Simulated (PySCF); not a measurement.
Run record: geometry optimisation, `[BH2][GeH2][CH2]C#C`.

Computed with PBE0-D3(BJ)/def2-SVP geometry optimisation, gas phase (PySCF 2.14.0). Start geometry: GFN2-xTB. The input is one job of a driver script: a line of settings, then coordinates in Å.

Input:
```
{"job": {"xc": "PBE0", "basis": "def2-SVP", "d3": "d3bj", "grid": 1, "maxiter": 30, "shake": 0.01, "kind": "geom"}, "charge": 0, "multiplicity": 1}
B     -2.075490     0.237360     0.385470
Ge    -0.720140    -1.100410    -0.110840
C      1.104690    -0.453680     0.380430
C      1.479470     0.793030    -0.263200
C      1.681940     1.820970    -0.821090
H     -2.420800     1.093990    -0.378760
H     -2.548010     0.288020     1.452980
H     -0.597050    -1.467250    -1.569440
H     -0.806590    -2.436560     0.593640
H      1.165280    -0.322440     1.483180
H      1.847990    -1.214170     0.117860
H      1.928400     2.732870    -1.279260
```

Output:
```
step   0  E = -2219.45260659  max force = 0.050079
step   1  E = -2219.45961662  max force = 0.006404
step   2  E = -2219.45999763  max force = 0.001790
step   3  E = -2219.46006950  max force = 0.000684
step   4  E = -2219.46011392  max force = 0.000766
step   5  E = -2219.46014505  max force = 0.000784
step   6  E = -2219.46018163  max force = 0.000769
step   7  E = -2219.46025144  max force = 0.001241
step   8  E = -2219.46040583  max force = 0.002786
step   9  E = -2219.46052090  max force = 0.004129
step  10  E = -2219.46071407  max force = 0.002561
step  11  E = -2219.46092025  max force = 0.001281
step  12  E = -2219.46094790  max force = 0.000702
step  13  E = -2219.46096685  max force = 0.000460
step  14  E = -2219.46097602  max force = 0.000497
step  15  E = -2219.46098454  max force = 0.000484
step  16  E = -2219.46099494  max force = 0.000445
optimisation converged
```

Energies in Eh; «max force» is the largest Cartesian gradient component in Eh/bohr.

**Question.** Give the first gradient maximum in eV/Å.

**Answer.** With 1 Eh/bohr = 51.422 eV/Å, 2.575 eV/Å.

**Question.** How much energy does the optimisation release, in kcal/mol?

**Answer.** E(step 0) − E(last step) = 0.008388 Eh, which is 5.3 kcal/mol.

Summary of the converged run: final energy -2219.46099 Eh after 16 steps; dipole 0.49 D.

**Question.** Give the final coordinates.

**Answer.** 0.409 Å rms from the input after alignment:
```
atom  x, y, z in Å
B1    -1.8300    0.4373    0.2585
Ge2   -0.5333   -1.1250   -0.1101
C3     1.2780   -0.4705    0.3853
C4     1.4307    0.8592   -0.1677
C5     1.4731    1.9714   -0.6520
H6    -2.7031    0.7586   -0.5104
H7    -1.7220    1.0480    1.2950
H8    -0.4797   -1.5858   -1.5803
H9    -0.8734   -2.3606    0.7587
H10    1.3550   -0.4510    1.4840
H11    2.0490   -1.1578    0.0041
H12    1.5436    2.9566   -1.0737
```

**Question.** How long does this job take on an Arm Neoverse V2 with one thread, no GPU, shared host? And the peak memory of the process?

**Answer.** About 81 s, with 0.52 GiB resident at the peak, the Python interpreter and its libraries included.
Labels such as C1 count atoms from 1, the log's own numbers from 0.
